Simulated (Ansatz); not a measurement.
Frontier orbitals of ClF2GeHS, SMILES `[F][Ge]([F])([SH])[Cl]`.

Charge 0, multiplicity 1. Correlated methods include outer-core shells of Ge, which these sets cover unevenly. Scalar relativity is left out up to krypton. All single points use the PBE0-D4/def2-TZVP geometry. It is one conformer, not always the lowest. Basis def2-TZVPP, Ansatz.

Orbital energies of one run (eV). Highest occupied ones, from the top: -7.18, -8.36, -8.42, -9.00, -9.76, -9.95, -9.98, -10.40, -11.24, -11.37, -11.78, -14.24, -19.13, -21.02. Empty: -2.56, -1.21, -0.34, 0.17, 0.77, 3.22.

Which functional gave them?
A. HSE06 (plane-wave form)
B. ωB97X-V
C. r2SCAN0
D. BLYP

D. HOMO energies: BLYP -7.18, HSE06 -8.28, r2SCAN0 -8.90, ωB97X-V -11.09 eV.
